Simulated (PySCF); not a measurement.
Job file and geometry (Å, from PBE0-D3(BJ)/def2-SVP) of an NMR shielding run on SMILES C1(C=C)=C([SiH3])[P-]C(C=C)=P1, [C$_{7}$H$_{9}$P$_{2}$Si]-, GIAO HF/pcSseg-1 NMR shielding, non-relativistic, gas phase in PySCF; density fitting, a coarse starting grid and PySCF grid level 2 are the driver's defaults:

```
$ OMP_NUM_THREADS=1 python probes_run.py task.json out

{"job": {"kind": "nmr", "xc": "HF", "basis": "pcSseg-1", "pop": false}, "charge": -1, "multiplicity": 1}
C      4.175099    -0.293224    -0.281266
C      3.180602    -0.012614     0.583332
C      1.750154     0.059356     0.321806
P      0.658329     0.472458     1.625862
C     -0.814802     0.382005     0.661711
C     -2.140847     0.639249     1.210144
C     -2.480148     1.007736     2.459884
C     -0.631485     0.038070    -0.701162
Si    -1.989004    -0.123567    -1.949493
P      1.008373    -0.245814    -1.246995
H      5.218117    -0.316320     0.046832
H      3.971622    -0.506043    -1.335639
H      3.468389     0.192005     1.625650
H     -2.968597     0.511942     0.495931
H     -1.722891     1.160089     3.235391
H     -3.526436     1.164722     2.735757
H     -1.422632    -0.483061    -3.291350
H     -2.801786     1.129373    -2.157193
H     -3.015016    -1.181660    -1.629592
```

Question: What does the program print?

Answer: 
```
final grid: 162584 points
cycle   1  E = -1240.4620838818  dE =  2.075e+00  |g| = 5.041e-01  |ddm| = 4.403e+00
cycle   2  E = -1240.5713741202  dE = -1.093e-01  |g| = 1.694e-01  |ddm| = 9.584e-01
cycle   3  E = -1240.5824833174  dE = -1.111e-02  |g| = 7.741e-02  |ddm| = 4.260e-01
cycle   4  E = -1240.5845424787  dE = -2.059e-03  |g| = 1.721e-02  |ddm| = 1.477e-01
cycle   5  E = -1240.5846561657  dE = -1.137e-04  |g| = 7.899e-03  |ddm| = 4.200e-02
cycle   6  E = -1240.5846814377  dE = -2.527e-05  |g| = 2.340e-03  |ddm| = 1.612e-02
cycle   7  E = -1240.5846855507  dE = -4.113e-06  |g| = 1.195e-03  |ddm| = 8.000e-03
cycle   8  E = -1240.5846865125  dE = -9.618e-07  |g| = 5.343e-04  |ddm| = 2.903e-03
cycle   9  E = -1240.5846868288  dE = -3.163e-07  |g| = 2.204e-04  |ddm| = 1.904e-03
cycle  10  E = -1240.5846869045  dE = -7.575e-08  |g| = 1.038e-04  |ddm| = 9.550e-04
cycle  11  E = -1240.5846869226  dE = -1.806e-08  |g| = 4.262e-05  |ddm| = 5.232e-04
cycle  12  E = -1240.5846869257  dE = -3.099e-09  |g| = 1.649e-05  |ddm| = 2.417e-04
cycle  13  E = -1240.5846869260  dE = -3.001e-10  |g| = 5.760e-06  |ddm| = 7.431e-05
converged SCF energy = -1240.5846869260

GIAO shielding tensors (ppm)
atom      isotropic    diamagn.    paramagn.     s11        s22        s33       span
  0 C       90.065     254.533    -164.468    -23.556    129.261    164.491    188.047
  1 C       37.907     250.015    -212.108    -98.892     53.714    158.898    257.790
  2 C      -15.562     271.090    -286.652   -200.317     -8.061    161.692    362.009
  3 P      110.279     970.627    -860.349   -127.295     79.882    378.249    505.545
  4 C       16.361     261.085    -244.725   -112.376      9.667    151.791    264.166
  5 C       38.196     255.493    -217.297    -94.002     58.952    149.638    243.639
  6 C       88.426     254.013    -165.587    -25.508    126.412    164.374    189.882
  7 C       38.175     265.513    -227.337    -80.685     26.121    169.090    249.774
  8 Si     467.685     876.763    -409.077    427.122    465.298    510.636     83.514
  9 P      136.049     970.186    -834.137    -91.065    108.059    391.153    482.217
 10 H       27.522      27.471       0.051     25.133     25.239     32.195      7.062
 11 H       25.753      32.785      -7.033     21.939     25.192     30.128      8.189
 12 H       24.623      30.265      -5.642     21.327     22.940     29.601      8.274
 13 H       24.764      32.677      -7.913     21.121     21.937     31.233     10.112
 14 H       25.820      32.516      -6.696     21.647     25.428     30.386      8.739
 15 H       27.356      28.707      -1.351     24.909     25.150     32.008      7.098
 16 H       27.529      29.716      -2.187     23.020     27.340     32.228      9.207
 17 H       27.420      29.745      -2.325     23.936     25.704     32.620      8.684
 18 H       27.409      29.859      -2.450     23.948     25.653     32.626      8.677
```

Question: Turn these shieldings into chemical shifts. Referencing at the same level of theory: TMS for 13C (190.85 ppm), 29Si (393.43 ppm), 1H (31.69 ppm); 31P (356.22 ppm) against H3PO4.

Answer: Averaging equivalent atoms: C 2: 206.4; C 4: 174.5; C 1: 152.9; C 7: 152.7; C 5: 152.7; C 6: 102.4; C 0: 100.8; P 3: 245.9; P 9: 220.2; Si 8: -74.3; H 12: 7.06; H 13: 6.92; H 11: 5.93; H 14: 5.87; H 15: 4.33; H 16/17/18: 4.23; H 10: 4.16 ppm. Experimental scales use liquid or dissolved standards, which lie at an offset from isolated H3PO4.

Size and cost of the density-fitted run: 236 basis functions, 26 s wall time on 1 thread of an Arm Neoverse V2, shared host; peak memory 1.2 GiB.
